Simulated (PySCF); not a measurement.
```xyz
5
charge -1 multiplicity 3, angstrom
Rh    0.0000    0.0000    0.0000
H     1.5172   -0.0001    0.5828
H    -1.5172    0.0000    0.5828
H     0.0000    1.5172   -0.5828
H     0.0000   -1.5172   -0.5829
```

These are results of UPBE0 in PySCF with Rh def2-TZVPD with ECP28, H def2-TZVPD; scalar-relativistic core potentials, no spin–orbit coupling; density-fitted integrals, not measurements.

This geometry of [RhH4]- is a stationary point at this level.

(1) What is the point group?

(2) Is it a minimum?

(3) What are the dipole moment and the gap between the highest occupied and lowest empty levels of either spin?

(4) Give the atomic charges and bond orders.

Results:

(1) D2d.

(2) Yes: all harmonic wavenumbers are real.

(3) 0.00 D about the centre of mass and 3.23 eV.

(4) 
| atom | Mulliken | Löwdin | polar tensor | spin (Mulliken) | Mayer order to Rh1 |
| --- | --- | --- | --- | --- | --- |
| Rh1 | -1.12 | -0.28 | 0.26 | 1.65 | – |
| H2,3,4,5 | 0.03 | -0.18 | -0.32 | 0.09 | 1.00 |

Only a few start shapes were tried, so a lower isomer may exist. With open d or f shells other occupations or spin states may lie lower. The lowest empty level of this anion is unbound, so it and the gap depend on the basis. At this level a singlet minimum of C2v symmetry lies 87 kJ/mol below this structure.
